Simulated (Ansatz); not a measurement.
Consider the ligand exchange at a Cd–O bond: `[OH][Cd][Cl]` + HBr → `[Cl][Cd][Br]` + H₂O.

Computed with Ansatz on PBE0-D4/def2-TZVP structures; ΔE is electronic, products minus reactants. CCSD(T)/CBS adds triple-zeta CCSD(T) − MP2 to the extrapolated MP2 energy (def2 sets, frozen cores). This one scheme is used for every species. DFT in def2-TZVPP. Elements past krypton have def2 core potentials. For Br, Cd outer-core shells are correlated without core-valence functions, which leaves a few kJ/mol of doubt a bond. Scalar relativity is left out up to krypton. One conformer a species, not always the lowest.

`[OH][Cd][Cl]`:

```xyz
4

O    -0.834   -1.197    0.116
Cd    0.149    0.498    0.149
Cl    1.200    2.497    0.297
H    -0.515   -1.797   -0.562
```

HBr:

Z-matrix (Å, degrees):
```
Br
H 1 1.420
```

`[Cl][Cd][Br]`:

Cartesian coordinates in Å:
```
Cl -0.182 0.499 2.250
Cd -0.003 0.009 0.041
Br 0.185 -0.508 -2.291
```

H₂O:

Z-matrix (Å, degrees):
```
O
H 1 0.960
H 1 0.960 2 105.1
```

**Question.** Is it downhill or uphill in electronic energy at CCSD(T)/CBS, and by how much? (An estimate is asked.)

**Answer.** Ansatz gave: Downhill: ΔE = -142.7 kJ/mol.

**Question.** What do these levels give: revPBE-D4, B97M-V, BHLYP-D4, BLYP, RPA@PBE/def2-TZVPP, HF/def2-TZVPP? (Estimate.)

**Answer.** Ansatz gave: revPBE-D4 -127.5, B97M-V -132.4, BHLYP-D4 -153.0, BLYP -121.4, RPA@PBE/def2-TZVPP -122.5, HF/def2-TZVPP -169.1 kJ/mol.

Largest T1 diagnostic among the species: 0.015.

At CCSD(T), def2-SVP lies +3.6 kJ/mol from the extrapolated value and def2-TZVPP +8.1 kJ/mol. From BLYP to BHLYP (50 % exact exchange), in def2-TZVPP and without D4, ΔE moves by −28.5 kJ/mol.
